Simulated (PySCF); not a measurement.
A structure optimised at B3LYP-D3(BJ)/def2-SVP, used in a PySCF frequency run:

```
C
H 1 1.1021
H 1 1.1021 2 106.65
C 1 1.5244 2 111.56 3 122.04
H 4 1.1015 1 111.52 2 -179.62
H 4 1.1015 5 107.29 1 122.39
H 4 1.1046 5 107.54 6 115.44
Sb 1 2.2083 2 105.45 3 -111.78
H 8 1.7270 1 93.11 2 -78.16
H 8 1.7270 9 90.88 6 76.99
```
Charge 0, spin multiplicity 1.

Write its SMILES, formula and point group.

C[CH2][SbH2], C2H7Sb, Cs

What are its rotational constants (standard atomic weights)?

22.341, 2.7400, 2.5965 GHz
